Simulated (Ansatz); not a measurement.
Job for Ansatz (a program for electronic structure): U-CCSD(T)/aug-cc-pVDZ on CH4Be (SMILES [BeH][CH3]), a point of a bond scan (R = 3.063 Å).

Ansatz 0.2 input:
```yaml
crystal:
  periodic: [false, false, false]
  atoms:
    - {symbol: Be, position_ang: [-0.93852540, -0.49476050, -0.13416384]}
    - {symbol: H, position_ang: [-3.62658950, -1.91182173, -0.51842728]}
    - {symbol: C, position_ang: [0.53116533, 0.28001333, 0.07593101]}
    - {symbol: H, position_ang: [1.01548029, -0.00621365, 1.01576467]}
    - {symbol: H, position_ang: [0.42177910, 1.36971531, 0.09486335]}
    - {symbol: H, position_ang: [1.23709912, 0.04633441, -0.72832381]}
basis:
  gaussian:
    orbitals: aug-cc-pVDZ
correlation: {method: ccsd_t, electrons: outside_noble_gas}
scf: {omitted_lower_state_checks: [cluster_reference]}
magnetization: {spin_polarized: true, initial_magnetization: 0}
```

The log:

```
WARN ansatz: RAYON_NUM_THREADS=1 ignored (pool sized by the plan → 1); use --threads N
Functional definition: HF
these checks for a lower state are left out or cut short: cluster_reference
integrals: 0.11 GiB planned
782 factors; integrals over basis functions are off by at most 1.2e-3 eV
mean field: 0.16 GiB planned
mean field evaluation 1: about -1485.2483 eV, gradient 1.8e1 eV
mean field evaluation 2: about -1485.2545 eV, gradient 1.8e1 eV
mean field evaluation 4: about -1487.3022 eV, gradient 1.8e0 eV
mean field evaluation 8: about -1487.3448 eV, gradient 2.3e-4 eV
mean field evaluation 16: about -1488.7503 eV, gradient 4.7e-4 eV
mean field evaluation 32: about -1488.6662 eV, gradient 2.5e0 eV
mean field -1488.75026801 eV, -54.7105632381 hartree, gradient 3.1e-6 eV, S^2 0.892919; 3 other end points of the search recorded, 0 dependent functions left out
2 core orbitals not correlated
reference -1488.75026801 eV, -54.7105632381 hartree; 5, 5 occupied and 75, 75 virtual orbitals, 782 factors
second order -4.87842653 eV of doubles, -0.00000000 eV of singles
coupled cluster: 0.35 GiB planned
cycle   1  -5.33271759 eV  change   -4.5e-1 eV  update   5.6e-2
cycle   2  -5.51605578 eV  change   -1.8e-1 eV  update   2.7e-2
cycle   3  -5.55049288 eV  change   -3.4e-2 eV  update   1.8e-2
cycle   4  -5.56409226 eV  change   -1.4e-2 eV  update   1.5e-2
cycle   5  -5.58169450 eV  change   -1.8e-2 eV  update   1.3e-2
cycle   6  -5.60753078 eV  change   -2.6e-2 eV  update   1.2e-2
cycle   7  -5.66842128 eV  change   -6.1e-2 eV  update   1.0e-2
cycle   8  -5.71980909 eV  change   -5.1e-2 eV  update   7.0e-3
cycle   9  -5.73380207 eV  change   -1.4e-2 eV  update   3.7e-3
cycle  10  -5.74424338 eV  change   -1.0e-2 eV  update   1.7e-3
cycle  11  -5.74644150 eV  change   -2.2e-3 eV  update   8.4e-4
cycle  12  -5.74670509 eV  change   -2.6e-4 eV  update   3.3e-4
cycle  13  -5.74692233 eV  change   -2.2e-4 eV  update   1.3e-4
cycle  14  -5.74679542 eV  change    1.3e-4 eV  update   5.3e-5
cycle  15  -5.74683885 eV  change   -4.3e-5 eV  update   2.4e-5
cycle  16  -5.74684560 eV  change   -6.7e-6 eV  update   1.2e-5
coupled cluster: 0.35 GiB planned
perturbative correction -0.21238762 eV, -0.0078051011 hartree
Total energy: -1494.70950122 eV, -54.9295610195 hartree
Checks for a lower state left out: cluster_reference
```

The run converged. Its determinant has ⟨S²⟩ = 0.89, a mixture of spin states.

Cost: about 6 core-seconds (a rough figure).
